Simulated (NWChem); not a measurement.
# SiHSF, singlet; SMILES S[Si]F

```xyz
4

Si     0.6727     0.6504     0.0000
F     -0.7105     1.5553     0.0000
S     -0.2498    -1.3234     0.0000
H      0.9732    -1.9281     0.0000
```
Atoms are numbered in this order, from 1.

All runs: NWChem. Medium grid unless said otherwise, to which SCAN and Minnesota functionals are sensitive. Low-valent species are run as closed-shell singlets; no triplet was tried in these runs. Structure relaxed at the PBE-D3(BJ)/def2-SVP level. Hybrids' shares of exact exchange are those that their runs print; pure functionals count as 0. The functionals differ in more than this share.

```csv
row,share of exact exchange,highest occupied level (eV)
PBE/def2-SVP,0.00,-6.16
revPBE/def2-SVP,0.00,-6.13
B3LYP/def2-SVP,0.20,-7.06
PW6B95/def2-SVP,0.28,-7.37
MN15/def2-SVP,0.44,-7.82
M06-2X/def2-SVP,0.54,withheld
```

### Question
Fit a straight line of the last column on the one before it, predict the withheld value, and compare with the run.

### Answer

1. Means of the 5 shown rows: x = 0.184, y = -6.908. Slope Σ(x − x̄)(y − ȳ)/Σ(x − x̄)² = -0.5610/0.1427 = -3.931; intercept -6.185.
2. The shown rows scatter about the line by 0.074 (root mean square); the largest residual is +0.09, at MN15/def2-SVP.
3. At x = 0.54 (M06-2X/def2-SVP; beyond the shown range) the line gives -8.31.
4. The run gives -8.32, -0.01 from the line, 0.1 times the scatter.
